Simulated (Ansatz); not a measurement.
Coupled-cluster diagnostics for SiF4, Ansatz.

Geometry of the singlet (PBE-D4/def2-SVP):

```xyz
5

Si    0.0000    0.0000    0.0000
F     0.5825    0.5577   -1.3851
F    -1.6004    0.0846   -0.0208
F     0.5659    0.8831    1.2119
F     0.4519   -1.5254    0.1941
```

Correlated methods freeze 9 core orbitals.

(1) Estimate the CCSD(T) correlation energy, the shares of MP2 and (T), T1 and the reference's ⟨S²⟩ for: charge 0, singlet, own geometry in def2-TZVPP; charge 1, doublet, vertical in def2-TZVPP; and the rough time on 4 threads of Arm Neoverse V1 on a shared host.

Results:

(1) 
```csv
state,basis,correlation (eV),MP2 share (%),(T) share (%),T1,⟨S²⟩ (pure),wall time,remarks
"charge 0, singlet, own geometry",def2-TZVPP,-31.004,97.3,2.8,0.012,0.00 (0.00),32 s,–
"charge 1, doublet, vertical",def2-TZVPP,-29.988,95.0,3.3,0.063,0.75 (0.75),8.7 min,large T1
```
Customary marks for T1 are 0.02 (closed shells), 0.045 (open shells) and about 0.05 (3d metals). T1 exceeds 0.02 in 1 of 2 rows and 0.045 in 1; the higher it lies, the less the single-reference result can be trusted.
